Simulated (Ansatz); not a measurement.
Consider the atomization: `BCCBC` → 2 B• + 3 C• + 10 H•.

Isolated molecules relaxed with PBE0-D4/def2-TZVP in Ansatz; ΔE leaves out vibrations. CCSD(T)/CBS adds triple-zeta CCSD(T) − MP2 to the extrapolated MP2 energy (def2 sets, frozen cores). This one scheme is used for every species, atoms too. Functionals use def2-TZVPP. B3LYP here is the variant with VWN-RPA as its local correlation; programs differ in this. HSE06 is defined as in plane-wave codes. Open shells (•) are unrestricted, without spin–orbit coupling. Spin–orbit coupling would lower the free atoms: a little for B, C. Each species was taken in one conformer, which may not be the lowest.

`BCCBC`:

Z-matrix (Å, degrees):
```
C
C 1 1.552
B 1 1.545 2 99.1
H 1 1.092 2 109.1 3 120.7
H 1 1.092 2 109.1 3 -120.7
B 2 1.566 1 117.7 3 178.5
H 2 1.102 1 111.3 3 -58.8
H 2 1.102 1 111.5 3 55.6
H 3 1.200 1 120.6 2 -86.6
H 3 1.200 1 120.6 2 85.8
C 6 1.553 2 125.1 1 -1.4
H 6 1.204 2 116.1 1 -179.1
H 11 1.091 6 115.5 2 15.7
H 11 1.093 6 112.8 2 143.2
H 11 1.102 6 105.9 2 -102.7
```

```tsv
level	ΔE (kJ/mol)	difference from CCSD(T)/CBS
LDA (SPW92)	6382.4	720.4
PBE-D4	5765.2	103.2
revPBE-D4	5654.0	-8.0
BLYP-D4	5658.3	-3.7
r2SCAN-D4	5717.2	55.2
PBE0-D4	5723.9	61.9
r2SCANh-D4	5701.4	39.4
r2SCAN0-D4	5679.7	17.7
HSE06-D4	5727.0	65.0
BHLYP-D4	5612.9	-49.1
CAM-B3LYP-D4	5727.3	65.3
ωB97X-V	5693.2	31.2
ωB97M-V	5708.1	46.1
B2PLYP	5643.7	-18.3
PBE-QIDH	5687.0	25.0
revPBE	5569.7	-92.3
BLYP	5602.3	-59.7
r2SCAN	5710.6	48.6
PBE0	5702.7	40.7
B3LYP	5666.5	4.5
r2SCANh	5694.5	32.5
r2SCAN0	5672.1	10.1
HSE06	5707.4	45.4
BHLYP	5584.9	-77.1
CAM-B3LYP	5706.1	44.1
LC-ωPBE	5685.7	23.7
HF/def2-SVP	4508.1	-1153.9
MP2/def2-SVP	5498.3	-163.7
CCSD/def2-SVP	5425.7	-236.3
CCSD(T)/def2-SVP	5464.1	-197.9
HF/def2-TZVPP	4432.7	-1229.3
MP2/def2-TZVPP	5604.7	-57.3
CCSD/def2-TZVPP	5498.8	-163.2
CCSD(T)/def2-TZVPP	5554.2	-107.8
HF/def2-QZVPP	4436.8	-1225.2
MP2/def2-QZVPP	5667.8	5.8
SCS-MP2/def2-QZVPP	5668.3	6.3
HF/CBS(def2)	4437.5	-1224.5
MP2/CBS(def2)	5712.4	50.4
CCSD/CBS(def2)	5606.5	-55.5
CCSD(T)/CBS	5662.0	0
```

(1) What do rigid-rotor, harmonic-oscillator terms from PBE0-D4/def2-TZVP frequencies (298.15 K, 1 bar) make of the CCSD(T)/CBS value? (Estimate.)

Largest T1 diagnostic among the species: 0.014.

Answers

(1) The calculation gave: ΔZPE = -325.2 kJ/mol, ΔH = +5406.2 kJ/mol, ΔS = 1568 J/(mol·K), ΔG = +4938.7 kJ/mol. Open shells count their whole term as degenerate.

Leaving LDA and LC-ωPBE aside and taking each functional with its dispersion term where it has one, the values spread over 152.3 kJ/mol, from BHLYP-D4 to PBE-D4. LDA lies +642.4 kJ/mol from PBE without D4, its usual overbinding. At CCSD(T), def2-SVP lies −197.9 kJ/mol from the extrapolated value and def2-TZVPP −107.8 kJ/mol: correlation converges slowly with the basis, and small sets miss more of it in the bonded molecule than in its fragments. From r2SCAN to r2SCAN0 (25 % exact exchange), in def2-TZVPP and without D4, ΔE moves by −38.4 kJ/mol: exact exchange takes away binding that semilocal exchange gives to molecules.

For atomizations the MP2-based limit and the directly extrapolated one differ by several kJ/mol either way, and by 10 to 25 for some Ge, Se and Sn compounds, so smaller differences from it don't rank the levels.
